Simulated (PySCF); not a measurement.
# Pr⁴⁺: fine-structure interval

Pr⁴⁺ [Xe] 4f1 [4f5/2^1, M_J = 5/2] → Pr⁴⁺ [Xe] 4f1 [4f7/2^1, M_J = 7/2], as a difference of total energies. All numbers are calculated (PySCF 2.14, the two-component X2C-1e Hamiltonian, in x2c-TZVPall-2c (11s11p10d4f1g, 131 functions)). Correlated levels: [Ar] 3d10 frozen; the 18 highest virtual spinors dropped. "Screened" scales the spin-orbit matrix elements by Boettger's factors to mimic the two-electron term; Breit and QED terms are absent.

```tsv
method	fine-structure interval (cm⁻¹)
GHF (screened spin-orbit)	3057.3
GMP2 (screened spin-orbit)	3161.7
GHF (bare spin-orbit)	6159.9
```
